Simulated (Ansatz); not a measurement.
Reaction (redistribution): `[F][Cd][O][SiH3]` + `[F][GeH3]` → `[F][Cd][F]` + `[SiH3][O][GeH3]`

Calculated with Ansatz (gas phase, PBE0-D4/def2-TZVP geometries, no zero-point term in ΔE). CCSD(T)/CBS is the MP2 limit (def2-TZVPP, def2-QZVPP) plus CCSD(T) − MP2 in def2-TZVPP, frozen cores. Functionals use def2-TZVPP. Elements past krypton have def2 core potentials. For Cd, Ge outer-core shells are correlated without core-valence functions, which leaves a few kJ/mol of doubt a bond. Scalar relativity is left out up to krypton. Each species was taken in one conformer, which may not be the lowest.

(1) Is it downhill or uphill in electronic energy at CCSD(T)/CBS, and by how much? (Estimate.)

(2) What do these levels give: LDA (SPW92), BLYP-D4, r2SCAN-D4, CAM-B3LYP-D4, revPBE, BLYP, PBE0, BHLYP, RPA@PBE/def2-TZVPP, MP2/def2-SVP, HF/def2-QZVPP, HF/CBS(def2)? (Estimate.)

Largest T1 diagnostic among the species: 0.018.

Results:

(1) Ansatz gave: Uphill: ΔE = +2.4 kcal/mol.

(2) Ansatz gave: LDA (SPW92) 3.4, BLYP-D4 2.4, r2SCAN-D4 2.9, CAM-B3LYP-D4 2.8, revPBE 2.9, BLYP 3.1, PBE0 3.0, BHLYP 3.0, RPA@PBE/def2-TZVPP 3.8, MP2/def2-SVP 5.4, HF/def2-QZVPP 2.0, HF/CBS(def2) 1.9 kcal/mol.

At CCSD(T), def2-SVP lies +2.2 kcal/mol from the extrapolated value and def2-TZVPP +1.6 kcal/mol. In def2-TZVPP, CCSD(T) changes the Hartree–Fock value by +1.6 kcal/mol (the triples alone add +0.3 kcal/mol) and MP2 by +2.6 kcal/mol.
